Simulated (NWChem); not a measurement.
System: CH$_{4}$F$_{2}$OSi; SMILES O[SiH2]C(F)F

```xyz
9

O      0.4468     2.0812     0.2219
Si    -0.5798     0.8383    -0.1868
C      0.1067    -0.8486     0.4137
F     -0.7685    -1.8370     0.0179
F      1.3184    -1.0770    -0.2133
H      1.3059     2.0984    -0.2230
H     -0.7655     0.6893    -1.6543
H     -1.8612     1.1133     0.5017
H      0.2742    -0.9686     1.4917
```
Atoms are numbered in this order, from 1.

Computed with NWChem. All runs use the structure optimised with B3LYP/6-31G* (spherical d).

Question: What does the run give for B3LYP/def2-TZVP? Quantities: highest occupied level (eV); orbital gap (eV); dipole (D).

Answer: 
| Item | Result |
|---|---|
| highest occupied level (eV) | -8.32 |
| orbital gap (eV) | 7.86 |
| dipole (D) | 1.23 |
